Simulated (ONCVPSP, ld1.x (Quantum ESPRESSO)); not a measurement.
**Hardness and transferability of assorted potentials**

Generated with ld1.x 7.5 (TM, RRKJ, ultrasoft, PAW), atompaw 4.2 or ONCVPSP 4.0.1. The cutoff is in Ry: for ld1.x and atompaw files where the sum of valence levels is converged to 10 mRy in a Bessel basis, for ONCV files where the hardest occupied wave has 1 mHa per electron of residual kinetic energy. The error is the largest all-electron minus pseudo excitation energy over each file’s own four to seven test configurations (ionisations up to +4, promotions, holes and added fractions of an electron), all of which were solved. The labels leave out finer settings (local radius, basis sizes, second energies), which also bear on the numbers. Spin-polarised tests are not counted. The rows are a selection from randomly drawn settings: files with unsolved tests, undetermined cutoffs or missed reference levels are left out.

A true bound ghost makes a file unfit for plane-wave use even where its test errors are small: the radial tests pick states by their node count and pass the ghost by.

```tsv
element	potential	cutoff (Ry)	largest error (meV)	bound ghosts
Be	TM, LDA (PZ), scalar-relativistic, rc 1.75/3.70 (sp), local smoothed, core correction yes, reference 2s2 2p0	10	-119	none
Mg	ONCV, PW91, non-relativistic, rc 1.40/1.20/1.20 (spd), local smoothed, core correction yes, reference 2s2 2p6 3s1.75, qcut 7.9/9.6/7.8, projectors 2/1/2	83	-61	none
Si	TM, LDA (PZ), scalar-relativistic, rc 1.25/1.60 (sp), local smoothed, core correction yes, reference 3s1 3p0	45	+127	none
Fe	ONCV, PBE, scalar-relativistic, rc 2.30/2.15/0.95 (spd), local smoothed, core correction yes, reference 3d6 4s1.5, qcut 2.2/4.5/19.1, projectors 2/1/2	225	-151	s, p
Ni	ONCV, LDA (Perdew-Zunger), fully relativistic, rc 1.35/1.00/0.85 (spd), local smoothed, core correction no, reference 3s2 3p6 3d8 4s2, qcut 9.6/16.6/19.6, projectors 2/2/2	269	+7.4	none
As	ONCV, PBE, scalar-relativistic, rc 1.00/1.15/1.00/1.25 (spdf), local smoothed, core correction yes, reference 3s2 3p6 3d10 4s2 4p3, qcut 13.8/12.2/13/9.4, projectors 2/2/2/3	168	-6.0	none
Tc	ONCV, LDA (Perdew-Zunger), scalar-relativistic, rc 1.80/1.60/1.45 (spd), local smoothed, core correction yes, reference 4s2 4p6 4d5 5s2, qcut 7.3/8.8/7.8, projectors 2/2/3	46	-8.1	none
Pd	ONCV, PBE, scalar-relativistic, rc 1.60/1.60/1.95 (spd), local smoothed, core correction yes, reference 4s2 4p6 4d9 5s1, qcut 7.2/8.3/7.1, projectors 2/1/1	41	-8.6	none
Pt	ONCV, PBE, scalar-relativistic, rc 1.55/1.75/2.45 (spd), local smoothed, core correction yes, reference 5s2 5p6 5d9 6s0.75, qcut 10.1/6.6/7, projectors 2/3/1	57	-8.5	none
```

Problem. Fill in the row for Ag: ONCV, LDA (Perdew-Zunger), scalar-relativistic, rc 1.40/1.50/1.40 (spd), local d, core correction no, reference 4s2 4p6 4d10 5s1, qcut 9.2/10.4/9.2, projectors 2/2/0.

Solution. cutoff 70 Ry, largest error -6.2 meV, bound ghosts: none.
